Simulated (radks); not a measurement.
Values are calculated unless marked as measured or tabulated.
Q: The scandium ion Sc3+, configuration [Ar]. Level of theory: non-relativistic Kohn-Sham, MS2 meta-GGA, spin-unpolarised, spherical densities, point nucleus; meta-GGA in the generalised Kohn-Sham scheme (a radial shooting solver on a logarithmic mesh with Libxc functionals). Some entries of the table are withheld. Estimate them.

orbital,occ.,eigenvalue (eV),<r> (bohr),r(max) (bohr)
1s,2,-4415.378,0.07352,0.04836
2s,2,-508.6546,0.3443,0.2849
2p,6,-423.0543,0.3084,(1)
3s,2,-87.8454,1.061,0.9274
3p,6,-65.2140,1.131,(2)
3d,0,-31.4495,1.362,1.010
4s,0,-23.7754,2.817,2.565

A: 
(1) 2p r(max) (bohr): 0.2339
(2) 3p r(max) (bohr): 0.9614
